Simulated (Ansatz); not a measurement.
Molecule: sum formula Si2N2H7, net charge 0, doublet state. It need not be the lowest isomer of its formula. 
Geometry from a B3LYP-D3(BJ)/def2-TZVP (Ansatz, an electronic-structure program) optimisation:
```xyz
11

N     -2.2918    -0.4825    -0.1587
Si    -0.9725     0.5782     0.1170
N      0.4667    -0.3211     0.4625
Si     2.0212    -0.2493    -0.3015
H     -3.2173    -0.2454     0.1594
H     -2.3137    -1.1284    -0.9315
H     -1.4136     1.4239     1.2517
H     -0.5866     1.4430    -1.0237
H      0.3536    -1.0623     1.1434
H      2.1981     1.1175    -0.8619
H      3.0738    -0.5283     0.7189
```
Charge 0, spin multiplicity 2.

Basis-set convergence of Hartree-Fock and CCSD correlation energies (hartree) with Ansatz. Correlated levels leave the core frozen unless marked. UHF or UKS for open shells. No spin-orbit coupling. No relativistic terms.

```
basis            functions       E(HF)  E(corr, CCSD)
---------------  ---------  ----------  -------------
aug-cc-pV(D+d)Z        173  -690.90832       -0.61113
aug-cc-pV(T+d)Z        363           …              …
```

Task: Fill in the missing entries.

Result: 
- aug-cc-pV(T+d)Z, E(HF): -690.97008
- aug-cc-pV(T+d)Z, E(corr, CCSD): -0.71518
